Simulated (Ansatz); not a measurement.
**Molecular dynamics of AlH$_{5}$O$_{3}$Se**

Input file:

```yaml
crystal:
  periodic: [false, false, false]
  atoms:
    - { symbol: Al, position_ang: [0.507499, -0.250037, -0.039243] }
    - { symbol: O, position_ang: [0.021586, 1.455899, -0.327411] }
    - { symbol: O, position_ang: [1.033679, -0.683211, 1.504781] }
    - { symbol: O, position_ang: [1.233762, -0.906116, -1.416813] }
    - { symbol: H, position_ang: [-1.231653, 0.983507, -0.453592] }
    - { symbol: Se, position_ang: [-2.118577, -0.422514, -0.299055] }
    - { symbol: H, position_ang: [0.428831, 2.071323, -0.921009] }
    - { symbol: H, position_ang: [0.866098, -0.322344, 2.355534] }
    - { symbol: H, position_ang: [1.712398, -1.710579, -1.505882] }
    - { symbol: H, position_ang: [-2.453725, -0.215926, 1.10259] }
basis:
  gaussian: { orbitals: def2-SVP }
hamiltonian:
  xc: hf
md:
  timestep: 0.5
  n_steps: 200
  ensemble: nve
  temperature: 300.0
  initial_velocities: maxwell_boltzmann
  seed: 5349
```

Run as:

```bash
$ ansatz run input.yaml --threads 2 --pin off --max-ram 3072MiB --backend cpu --events-out ev --progress --plain --runs-dir out
```

It starts at the highest image of a converged band, a first-order saddle point between two minima.

Output, in part (one step line in 7, the closing report, with atoms numbered from 0):

```
md step     0: t =     0.00 fs  T =   300.0 K  F+E_penalty+E_count = -78065.66864826 eV  E_kin = 0.310224 eV  conserved = -78065.35842426 eV  (35 SCF iters)
md step     7: t =     3.50 fs  T =   215.2 K  F+E_penalty+E_count = -78065.58028412 eV  E_kin = 0.222521 eV  conserved = -78065.35776352 eV  (34 SCF iters)
md step    14: t =     7.00 fs  T =   153.1 K  F+E_penalty+E_count = -78065.51589964 eV  E_kin = 0.158322 eV  conserved = -78065.35757807 eV  (34 SCF iters)
md step    21: t =    10.50 fs  T =   185.2 K  F+E_penalty+E_count = -78065.54871782 eV  E_kin = 0.191516 eV  conserved = -78065.35720209 eV  (34 SCF iters)
md step    28: t =    14.00 fs  T =   273.3 K  F+E_penalty+E_count = -78065.63957836 eV  E_kin = 0.282587 eV  conserved = -78065.35699128 eV  (34 SCF iters)
md step    35: t =    17.50 fs  T =   396.9 K  F+E_penalty+E_count = -78065.76750748 eV  E_kin = 0.410395 eV  conserved = -78065.35711275 eV  (33 SCF iters)
md step    42: t =    21.00 fs  T =   489.9 K  F+E_penalty+E_count = -78065.86360643 eV  E_kin = 0.506575 eV  conserved = -78065.35703108 eV  (55 SCF iters)
md step    49: t =    24.50 fs  T =   561.0 K  F+E_penalty+E_count = -78065.93777457 eV  E_kin = 0.580094 eV  conserved = -78065.35768053 eV  (34 SCF iters)
md step    56: t =    28.00 fs  T =   531.8 K  F+E_penalty+E_count = -78065.90753489 eV  E_kin = 0.549883 eV  conserved = -78065.35765188 eV  (33 SCF iters)
md step    63: t =    31.50 fs  T =   559.3 K  F+E_penalty+E_count = -78065.93664492 eV  E_kin = 0.578324 eV  conserved = -78065.35832118 eV  (33 SCF iters)
md step    70: t =    35.00 fs  T =   501.5 K  F+E_penalty+E_count = -78065.87639930 eV  E_kin = 0.518587 eV  conserved = -78065.35781207 eV  (35 SCF iters)
md step    77: t =    38.50 fs  T =   529.2 K  F+E_penalty+E_count = -78065.90533303 eV  E_kin = 0.547207 eV  conserved = -78065.35812574 eV  (35 SCF iters)
md step    84: t =    42.00 fs  T =   551.0 K  F+E_penalty+E_count = -78065.92728770 eV  E_kin = 0.569807 eV  conserved = -78065.35748092 eV  (35 SCF iters)
md step    91: t =    45.50 fs  T =   612.0 K  F+E_penalty+E_count = -78065.99031292 eV  E_kin = 0.632829 eV  conserved = -78065.35748352 eV  (34 SCF iters)
md step    98: t =    49.00 fs  T =   653.1 K  F+E_penalty+E_count = -78066.03256941 eV  E_kin = 0.675329 eV  conserved = -78065.35724062 eV  (35 SCF iters)
md step   105: t =    52.50 fs  T =   656.4 K  F+E_penalty+E_count = -78066.03573727 eV  E_kin = 0.678811 eV  conserved = -78065.35692649 eV  (34 SCF iters)
md step   112: t =    56.00 fs  T =   664.0 K  F+E_penalty+E_count = -78066.04400877 eV  E_kin = 0.686663 eV  conserved = -78065.35734605 eV  (35 SCF iters)
md step   119: t =    59.50 fs  T =   630.7 K  F+E_penalty+E_count = -78066.00942996 eV  E_kin = 0.652193 eV  conserved = -78065.35723724 eV  (34 SCF iters)
md step   126: t =    63.00 fs  T =   647.4 K  F+E_penalty+E_count = -78066.02738972 eV  E_kin = 0.669423 eV  conserved = -78065.35796671 eV  (34 SCF iters)
md step   133: t =    66.50 fs  T =   599.6 K  F+E_penalty+E_count = -78065.97785323 eV  E_kin = 0.620028 eV  conserved = -78065.35782498 eV  (34 SCF iters)
md step   140: t =    70.00 fs  T =   612.3 K  F+E_penalty+E_count = -78065.99153078 eV  E_kin = 0.633177 eV  conserved = -78065.35835385 eV  (33 SCF iters)
md step   147: t =    73.50 fs  T =   557.8 K  F+E_penalty+E_count = -78065.93440290 eV  E_kin = 0.576788 eV  conserved = -78065.35761464 eV  (34 SCF iters)
md step   154: t =    77.00 fs  T =   551.4 K  F+E_penalty+E_count = -78065.92788238 eV  E_kin = 0.570200 eV  conserved = -78065.35768248 eV  (34 SCF iters)
md step   161: t =    80.50 fs  T =   512.6 K  F+E_penalty+E_count = -78065.88714988 eV  E_kin = 0.530028 eV  conserved = -78065.35712217 eV  (34 SCF iters)
md step   168: t =    84.00 fs  T =   510.2 K  F+E_penalty+E_count = -78065.88453248 eV  E_kin = 0.527545 eV  conserved = -78065.35698705 eV  (34 SCF iters)
md step   175: t =    87.50 fs  T =   519.6 K  F+E_penalty+E_count = -78065.89448174 eV  E_kin = 0.537306 eV  conserved = -78065.35717552 eV  (34 SCF iters)
md step   182: t =    91.00 fs  T =   527.9 K  F+E_penalty+E_count = -78065.90304063 eV  E_kin = 0.545869 eV  conserved = -78065.35717155 eV  (34 SCF iters)
md step   189: t =    94.50 fs  T =   565.9 K  F+E_penalty+E_count = -78065.94289817 eV  E_kin = 0.585208 eV  conserved = -78065.35768978 eV  (34 SCF iters)
md step   196: t =    98.00 fs  T =   551.3 K  F+E_penalty+E_count = -78065.92779919 eV  E_kin = 0.570132 eV  conserved = -78065.35766737 eV  (34 SCF iters)
md step   200: t =   100.00 fs  T =   557.3 K  F+E_penalty+E_count = -78065.93360642 eV  E_kin = 0.576308 eV  conserved = -78065.35729879 eV  (35 SCF iters)
Total energy: -78065.93360642 eV, -2868.8701450456 hartree
Atom 0 at     0.932459     0.135043    -0.103499 Å, force     0.027232    -1.102841     1.348944 eV/Å
Atom 1 at     1.062384     1.807766    -0.280666 Å, force    -0.542218     0.154206    -0.711823 eV/Å
Atom 2 at     0.764095    -0.702702     1.388334 Å, force    -0.182343     0.685997    -0.203066 eV/Å
Atom 3 at     1.189376    -0.943655    -1.363294 Å, force     0.573955     1.385474    -0.617469 eV/Å
Atom 4 at    -2.414750     0.821052    -0.111677 Å, force    -0.139196     0.627621     0.087592 eV/Å
Atom 5 at    -2.387530    -0.601327    -0.277300 Å, force     0.169364    -0.596934     0.619605 eV/Å
Atom 6 at     0.809967     2.154713    -1.132950 Å, force     0.369829     0.074622     0.560533 eV/Å
Atom 7 at     0.375155    -0.519516     2.230080 Å, force     0.332354     0.105187    -0.345039 eV/Å
Atom 8 at     0.820468    -1.784392    -1.295542 Å, force    -0.432469    -1.430382    -0.015388 eV/Å
Atom 9 at    -2.109252    -0.844154     1.160152 Å, force    -0.176508     0.097049    -0.723888 eV/Å
Dipole moment:    -0.610735     0.116341     0.162756 e Å
```

The run went to its last step. The conserved energy stayed within 0.16 meV per atom of its start (net change 0.11 meV per atom), so the integration is sound. The system heated up, since it started high on the potential surface and ran downhill. A run of 0.1 ps of so small a system gives no equilibrium averages. The orbitals stay closed-shell, which can raise the energy where a bond breaks towards radicals; this wasn't checked here.

The step under study would form Al1–Se6, O2–H5 and break Al1–O2, H5–Se6. These pairs go: Al1–Se6 2.64 → 3.41 Å, O2–H5 1.35 → 3.62 Å, Al1–O2 1.80 → 1.69 Å, H5–Se6 1.67 → 1.43 Å. In the last frame they stand as before the step (other bonds may differ from the relaxed reactants and products). It ends as AlH3O3 + H2Se. Pairs count as bonded within 1.25 times the sum of covalent radii (0.12 Å more for H–H).

Last frame:

```xyz
10
Properties=species:S:1:pos:R:3
Al 0.932 0.135 -0.103
O 1.062 1.808 -0.281
O 0.764 -0.703 1.388
O 1.189 -0.944 -1.363
H -2.415 0.821 -0.112
Se -2.388 -0.601 -0.277
H 0.810 2.155 -1.133
H 0.375 -0.519 2.230
H 0.821 -1.784 -1.296
H -2.109 -0.844 1.160
```

Time of the run: 5.7 min on 2 threads of Intel(R) Xeon(R) Platinum 8488C (Sapphire Rapids), on a shared host, peak memory 0.29 GiB.
